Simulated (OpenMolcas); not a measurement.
What dynamic correlation does to the levels of B2+

* Program: OpenMolcas
* Basis: ANO-L-VQZP [5s4p3d2f]
* Scalar Hamiltonian: non-relativistic, point nucleus
* Active space: 1 electron in 4 orbitals (2s 2p)
* State averaging: 2S+1 = 2 even, 1 root; 2S+1 = 2 odd, 3 roots
* Spin-orbit coupling: state interaction with AMFI integrals over the reference wave functions, term energies averaged over their components

Methods on the same reference wave functions:
A. CASSCF
B. SS-CASPT2, IPEA 0.25 Eh, imaginary shift 0.1 Eh (closed shells correlated: 1s)

Energies in cm⁻¹ above 2s ²S_1/2, the measured ground level; measured values from Moore, Atomic Energy Levels, vol. I, NSRDS-NBS 35 (1971 reprint of NBS Circular 467, 1949).

```
     Level      A      B  Measured
 2s ²S_1/2    0.0    0.0       0.0
2p ²P°_1/2  48977  48700     48358
2p ²P°_3/2  49006  48729     48393
```

Deviations, from unrounded energies. A percentage is the sum of absolute deviations over the sum of measured energies, with the sign that they share, or ± where signs differ.

```csv
Against measurement,Levels,A,B
mean absolute deviation (cm-1),2,620,340
other configurations (%),2,+1.3,+0.7
```

B lies closest to measurement on these levels. The largest miss of B in the table is 2p ²P°_1/2, by +340 cm-1. The ranking rests on the paired levels alone, and a cruder setting can come out closer through cancelling errors.

The lowest spin-free term lies below A's lowest term by 0.005 hartree in B.

With one active electron the reference holds no correlation, so core polarisation is missing (holds for A). With one active electron, CASPT2 adds the correlation within the correlated inactive shells and between them and that electron, and leaves the splitting within a term as the reference gives it (holds for B). Computed and measured levels are paired by configuration, term and J; levels that our copy of the source lacks, or whose pairing is in doubt (as where it misses far off the trend of its configuration), stay unpaired and out of the deviations. Levels of configurations outside the active space are missing.

° marks odd parity.
